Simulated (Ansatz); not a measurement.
A CCSD(T) single point on `CNB(F)[SiH2]Cl`.

```yaml
crystal:
  periodic: [false, false, false]
  atoms:
    - {symbol: C, position_ang: [-1.796078, 0.407678, -1.059903]}
    - {symbol: N, position_ang: [-0.598016, 0.407789, -0.249091]}
    - {symbol: B, position_ang: [0.274990, -0.650823, -0.059606]}
    - {symbol: F, position_ang: [0.039339, -1.828119, -0.665247]}
    - {symbol: Si, position_ang: [1.903803, -0.433919, 1.122696]}
    - {symbol: Cl, position_ang: [1.884287, 1.512881, 1.854450]}
    - {symbol: H, position_ang: [-1.923354, -0.573506, -1.514918]}
    - {symbol: H, position_ang: [-2.681785, 0.624730, -0.456669]}
    - {symbol: H, position_ang: [-1.733137, 1.151772, -1.858581]}
    - {symbol: H, position_ang: [-0.391870, 1.276753, 0.219407]}
    - {symbol: H, position_ang: [3.190009, -0.611361, 0.400635]}
    - {symbol: H, position_ang: [1.908612, -1.338975, 2.300827]}
basis:
  gaussian: {orbitals: def2-TZVPP}
correlation: {method: ccsd_t}
```

```sh
$ ansatz run in.yaml --threads 2 --pin off --events-out ev --progress --plain --max-ram 20480MiB --backend cuda --devices 0, --max-vram 18GiB
```

The program prints (abridged):

```
Functional definition: HF
1740 factors; integrals over basis functions are off by at most 1.2e-3 eV
mean field evaluation 1: about -26353.7365 eV, gradient 4.0e1 eV
mean field evaluation 2: about -26354.0026 eV, gradient 4.0e1 eV
mean field evaluation 4: about -26357.8095 eV, gradient 4.1e0 eV
mean field evaluation 8: about -26357.8764 eV, gradient 2.2e-1 eV
mean field -26357.87662327 eV, -968.6340998949 hartree, gradient 2.3e-6 eV, S^2 0.000000; 0 other end points of the search recorded, 0 dependent functions left out
14 core orbitals not correlated: weight in the atoms' cores, before any rotation towards them, 1.000 or more for the frozen orbitals, at most 0.000 for the correlated occupied ones
reference -26357.87662327 eV, -968.6340998949 hartree; 18, 18 occupied and 260, 260 virtual orbitals, 1740 factors
second order -28.23977585 eV of doubles, -0.00000000 eV of singles
cycle   1  -28.98036780 eV  change   -7.4e-1 eV  update   1.1e-1
cycle   2  -29.62733084 eV  change   -6.5e-1 eV  update   3.2e-2
cycle   3  -29.77222751 eV  change   -1.4e-1 eV  update   1.7e-2
cycle   4  -29.75847319 eV  change    1.4e-2 eV  update   4.6e-3
cycle   5  -29.75535110 eV  change    3.1e-3 eV  update   2.1e-3
cycle   6  -29.75633814 eV  change   -9.9e-4 eV  update   7.5e-4
cycle   7  -29.75599146 eV  change    3.5e-4 eV  update   2.4e-4
cycle   8  -29.75590928 eV  change    8.2e-5 eV  update   9.5e-5
cycle   9  -29.75595579 eV  change   -4.7e-5 eV  update   3.7e-5
cycle  10  -29.75595717 eV  change   -1.4e-6 eV  update   1.2e-5
perturbative correction -1.12351778 eV, -0.0412885170 hartree
Total energy: -26388.75609823 eV, -969.7688996686 hartree
```

Hardware: 2 threads of an AMD EPYC 7R13 on a shared host and a share of an NVIDIA H100 80 GB. Wall time 8 s, peak host memory 0.85 GiB.

The correlation energy is -30.879 eV, 3.6 % of it from (T); the T1 diagnostic reads 0.0119.
